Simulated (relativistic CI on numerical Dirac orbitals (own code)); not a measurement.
Spin-allowed bands of a d3 ion in a tetrahedral site, by hand

Problem. Take Δ = 5910 cm⁻¹ and B = 810 cm⁻¹ for a d3 ion in a tetrahedral site. Calculate the three spin-allowed bands.

Working.
1. The terms of highest spin are 4F (energy 0) and 4P (15B = 12150 cm⁻¹). Here the F term splits into A2 at +1.2Δ = 7092, T2 at +0.2Δ = 1182 and T1 at −0.6Δ = -3546 cm⁻¹.
2. The two T1 states mix through the element 0.4Δ: H = [[-3546, 2364], [2364, 12150]], with roots ½(H₁₁ + H₂₂) ∓ ½√[(H₂₂ − H₁₁)² + 4H₁₂²] = ½(8604) ∓ ½(16393) = -3894 and 12498 cm⁻¹.
3. The ground term is 4T1 at -3894 cm⁻¹.
4. Bands: 4T2 5076 cm⁻¹ (1970 nm), 4A2 10986 cm⁻¹ (910 nm), 4T1(P) 16393 cm⁻¹ (610 nm).

Check. Exact diagonalisation of the whole d3 shell with these parameters gives 4T2 5076, 4A2 10986, 4T1 16393 cm⁻¹. The match is exact, since without spin-orbit coupling no other term has this spin. The ratio of the second band to the first, 2.164, depends on Δ/B = 7.3 alone, which is how a Tanabe-Sugano diagram is read.
